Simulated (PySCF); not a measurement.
# Dipole response of Tc²⁺ (technetium, charge +2)

[Kr] 4d5, high-spin 6S determinant. Computed with PySCF 2.14 in dyall-av2z (22s15p11d2f, 136 functions), with the non-relativistic Hamiltonian (point nucleus). Coupled (time-dependent) response in atomic units; α is the mean over directions. A double-zeta set is small for polarisabilities.

```tsv
method	mean α (bohr³)	C₆ (like pair)	S(−4)
BP86	8.639	46.26	24.10
```

S(−4) is the Cauchy moment in α(ω) = α(0) + S(−4) ω² + …

α(iu) at BP86:

| u (hartree) | α(iu) (bohr³) |
| --- | --- |
| 0 | 8.639 |
| 0.0500 | 8.580 |
| 0.100 | 8.410 |
| 0.200 | 7.836 |
| 0.300 | 7.130 |
| 0.500 | 5.807 |
| 0.750 | 4.548 |
| 1.00 | 3.635 |
| 1.50 | 2.444 |
| 2.00 | 1.737 |
| 3.00 | 0.9902 |
| 5.00 | 0.4364 |

A single London oscillator, α(iu) = α/(1 + u²/ω²), gives C₆ = (3/4) ω α². Matching the computed C₆ needs ω = 4 × 46.26 / (3 × 8.639²) = 0.826 hartree.

For an ion, C₆ is the dispersion term alone; charge-induced terms of lower order in 1/R come first.

A non-relativistic calculation at this Z misses sizeable relativistic shifts.
